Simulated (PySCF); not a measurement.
**How methods differ on the ionisation energy of Kr**

Kr [Kr] (1S) → Kr+ [Ar] 3d10 4s2 4p5 (2P), as a difference of total energies. Calculation: PySCF 2.14, in def2-SVP; the non-relativistic Hamiltonian (point nucleus). Correlated levels: valence: [Ar] 3d10 frozen. The calculations carry no spin-orbit coupling.

| method | ionisation energy (eV) |
| --- | --- |
| UHF | 13.185 |
| B3LYP | 14.138 |
| LDA | 14.317 |
| MP2 (valence) | 13.863 |
| SCS-MP2 (valence) | 13.786 |
| CCSD (valence) | 13.744 |
| CCSD(T) (valence) | 13.747 |

Q: How much does correlation contribute at CCSD(T) (valence)?

A: 13.747 − (13.185) = 0.562 eV, measured against UHF.

These non-relativistic numbers lack the scalar-relativistic shift.

Errors of the correlated levels include the incompleteness of this basis and the frozen core.

For comparison: 14.222 eV (measured; NIST levels, between the centres of gravity of the two terms).
